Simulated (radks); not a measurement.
Question: Coherent X-ray form factor from a spherical all-electron density. Calculated with a radial shooting solver on a logarithmic mesh with Libxc functionals: non-relativistic Kohn-Sham, PBE, spin-polarised, spherical densities, point nucleus.

| sin(theta)/lambda (1/angstrom) | f0 (electrons) |
|---|---|
| 0.05 | 54.361 |
| 0.1 | 52.564 |
| 0.15 | 49.926 |
| 0.2 | 46.845 |
| 0.25 | 43.681 |
| 0.3 | 40.683 |
| 0.4 | 35.565 |
| 0.5 | 31.502 |
| 0.6 | 28.109 |
| 0.8 | 22.671 |
| 1 | 18.924 |
| 1.25 | 15.952 |
| 1.5 | 13.739 |
| 2 | 9.839 |

The species is in the configuration that NIST lists as its ground one. Which atom or ion scatters so?

Answer: The praseodymium ion Pr4+, [Xe] 4f1. Extrapolating in s^2 from the first two rows gives f0(0) = 55.0, near the electron count 55; among species with that count, the fall with angle is slower the higher Z, and the table is that of Z = 59; from so few rows the species is fixed only to a neighbour or two.
